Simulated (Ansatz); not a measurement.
Reaction (formal exchange of groups at the Si–C bond): `BO[SiH2]C#C` + `COCF` → `BO[SiH2]C` + `C#COCF`

Gas-phase electronic energies from Ansatz, PBE0-D4/def2-TZVP geometries. CCSD(T)/CBS is the MP2 limit (def2-TZVPP, def2-QZVPP) plus CCSD(T) − MP2 in def2-TZVPP, frozen cores. Functionals use def2-TZVPP. B3LYP here is the variant with VWN-RPA as its local correlation; programs differ in this. Each species was taken in one conformer, which may not be the lowest.

```json
{"level": "BLYP-D4", "ΔE (eV)": "0.55"}
{"level": "B97M-V", "ΔE (eV)": "0.52"}
{"level": "B3LYP", "ΔE (eV)": "0.54"}
{"level": "CCSD/CBS(def2)", "ΔE (eV)": "0.64"}
```

(1) What does CCSD(T)/CBS give? (Estimate.)

Largest T1 diagnostic among the species: 0.014.

Results:

(1) Ansatz gave: +0.64 eV. The listed levels differ from it by -0.09, -0.12, -0.10, 0.00 eV.

Leaving LDA and LC-ωPBE aside and taking each functional with its dispersion term where it has one, the values, not all of them listed here, spread over 0.15 eV, from PBE-D4 to B2PLYP. LDA lies −0.11 eV from PBE without D4. At CCSD(T), def2-SVP lies −0.06 eV from the extrapolated value and def2-TZVPP −0.01 eV.
